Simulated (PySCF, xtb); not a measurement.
C3H10NSi, SMILES CC(C)[N][SiH3] (connectivity only; charge and spin as stated), charge -1, multiplicity 1.

Geometry optimised at PBE0-D3(BJ)/def2-SVPD. The multiplicity is an assumed one; other spin states were not compared. The isomer is the one that the SMILES or the coordinates give; other isomers of the formula were not compared. One conformer was computed; it need not be the lowest.

Computed with IEF-PCM-ωB97X/def2-SVPD in PySCF.

The values are the electrostatic part of the solvation free energy, E(continuum) − E(gas) at the gas-phase geometry, in a cavity of scaled van der Waals radii (PySCF's table); cavitation and dispersion terms are not included. In vacuum the orbital gap is 8.64 eV.

```tsv
solvent	ε	ΔG(elec) (kcal/mol)	gap (eV)
water	78.36	-54.7	9.63
n-hexane	1.88	-24.3	9.10
ethylethanoate	5.99	(withheld)	(withheld)
```

Fill in the missing entries. (An estimate is asked for; the answer gives what the named calculation found.)


- ethylethanoate, ΔG(elec) (kcal/mol): -45.0
- ethylethanoate, gap (eV): 9.46

For comparison, GFN2-xTB/ALPB(water) (xtb, at the GFN2-xTB geometry, all terms of that model) gives -58.4 kcal/mol.
